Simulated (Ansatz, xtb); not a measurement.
C5H9NO: 3 structures ranked

3 gas-phase structures of C5H9NO, from a drawn sample of its isomers (lower ones may exist). Each was relaxed with GFN2-xTB; where two conformers were screened, the lower at r2SCAN-D4/def2-SVP//GFN2-xTB is listed:

A. `[H]/N=C(/O)CCC=C`, a singlet
B. `C=CCCC(N)=O`, a singlet
C. `C=CC/C=C(\N)O`, a singlet

Problem. Make a reasoned guess at their ranking by r2SCAN-D4/def2-SVP//GFN2-xTB single-point energy.

Solution. Calculated order at r2SCAN-D4/def2-SVP//GFN2-xTB: B (0.0), A (15.5), C (24.7) kcal/mol.

Energies above the lowest of each column, in kcal/mol; the last columns are at r2SCAN-D4/def2-SVP geometries:

```tsv
structure	GFN2-xTB	HF/STO-3G	r2SCAN-D4/def2-SVP//GFN2-xTB	r2SCAN-D4/def2-SVP	CCSD(T)/def2-SVP + ΔMP2/def2-TZVPP
B	0.0	0.0	0.0	0.0	0.0
A	9.3	6.6	15.5	14.7	10.5
C	19.0	22.4	24.7	24.4	22.5
```

Every level run on B puts it lowest or level with the lowest. Flexible structures stand in one conformer each, not always the lowest. The ΔMP2 step shifts differences by up to 3.6 kcal/mol, which makes them less sure. ΔMP2 is the change of the MP2 energy from the smaller to the larger basis.

Programs: Ansatz 0.2.0, xtb 6.7.1.
